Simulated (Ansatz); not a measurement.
Consider the redistribution: `B[Se]CC` + `[CH3][AlH][SiH3]` → `[BH2][AlH][SiH3]` + `CC[Se]C`.

Isolated molecules relaxed with PBE0-D4/def2-TZVP in Ansatz; ΔE leaves out vibrations. CBS: MP2 limit from def2 TZ/QZ plus the TZ coupled-cluster correction, frozen cores. DFT in def2-TZVPP. For Se outer-core shells are correlated without core-valence functions, which leaves a few kJ/mol of doubt a bond. Scalar relativity is left out up to krypton. One conformer a species, not always the lowest.

CCSD(T)/CBS gives +1.79 eV.

(1) Another level gave +1.79 eV. Which?
A. r2SCAN-D4/def2-TZVPP
B. CCSD/def2-TZVPP
C. ωB97M-V/def2-TZVPP
D. HF/def2-TZVPP

Largest T1 diagnostic among the species: 0.013.

## Answers

(1) C. ωB97M-V 1.79, CCSD/def2-TZVPP 1.73, r2SCAN-D4 1.84, HF/def2-TZVPP 1.60 eV.

In def2-TZVPP, CCSD(T) changes the Hartree–Fock value by +0.17 eV (the triples alone add +0.04 eV) and MP2 by +0.27 eV.
